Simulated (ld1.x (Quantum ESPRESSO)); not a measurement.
# What one change does to a pseudopotential (Cr (Z = 24), TM)

ld1.x (Quantum ESPRESSO) 7.5 input, shortened:

```
&input
   title='Cr', zed=24., rel=1, dft='PBESOL', iswitch=3,
   config='[Ar] 3d4 4s0 4p0'
 /
 &inputp
   pseudotype=2, tm=.true., lloc=1,
   nlcc=.true., rcore=0.70
 /
3
4S  1  0   0.00   0.00  1.70  1.70  0.0
3D  3  2   4.00   0.00  1.40  1.40  0.0
3P  2  1   6.00   0.00  1.05  1.05  0.0
 &test
   configts(1)='3p6 3d4 4s0 4p0'
 /
```

All-electron outer shells of the reference configuration (PBEsol, scalar-relativistic, ld1.x):

| shell | level (eV) | outermost node (bohr) | outermost maximum (bohr) |
| --- | --- | --- | --- |
| 3s | -94.88 | 0.36 | 0.78 |
| 3p | -66.31 | 0.33 | 0.80 |
| 3d | -22.81 | – | 0.82 |
| 4s | -18.42 | 1.10 | 2.36 |
| 4p | -13.23 | 1.20 | 2.78 |

Change: core correction a·sin(br)/r model core inside 0.52 bohr.

Cutoffs: the cutoffs (Ry, on a coarse ladder) from which the occupation-weighted sum of valence levels, in a spherical-Bessel basis at the reference potential, stays within 10 and 1 mRy of its value at 400 Ry; they do not see the model core or the augmentation charge, which bear on the density cutoff. Errors are all-electron minus pseudo energies relative to the spin-unpolarised reference configuration.

Problem. What does the change do?

Solution. The potential gets neither clearly harder nor softer (110 Ry and 160 Ry → 110 Ry and 160 Ry); both files keep a bound ghost (s); the errors of the 7 common tests hardly move. A model core, the more so a compact one, raises the density cutoff, which this test does not measure.

| quantity | base | changed |
| --- | --- | --- |
| cutoff, loose | 110 Ry | 110 Ry |
| cutoff, tight | 160 Ry | 160 Ry |
| bound ghosts | s | s |
| error for 3p6 3d5 4s1 4p0, meV [ΔE -22.89 eV] | -22 | -22 |
| error for 3p6 3d5 4s0 4p0, meV [ΔE -16.01 eV] | -15 | -15 |
| error for 3p6 3d3 4s0 4p0, meV [ΔE 30.71 eV] | -31 | -31 |
| error for 3p5 3d5 4s1 4p0, meV [ΔE 28.53 eV] | -24 | -25 |
| error for 3p6 3d4 4s1 4p1, meV [ΔE -19.35 eV] | +4.7 | +4.5 |
| error for 3p6 3d2 4s0 4p0, meV [ΔE 79.02 eV] | -129 | -127 |
| error for 3p6 3d4 4s1 4p0, meV [ΔE -14.88 eV] | -3.4 | -3.6 |
| s: phases at 1.85 bohr within 0.05 rad from the reference energy up to (Ry; the scan ends near 5) | 0.2 | 0.2 |
| p: phases at 1.85 bohr within 0.05 rad from the reference energy up to (Ry; the scan ends near 5) | to the end of the scan | to the end of the scan |
| d: phases at 1.85 bohr within 0.05 rad from the reference energy up to (Ry; the scan ends near 5) | 2.1 | 2.1 |

 A true bound ghost makes a file unfit for plane-wave use even where its test errors are small: the radial tests pick states by their node count and pass the ghost by.
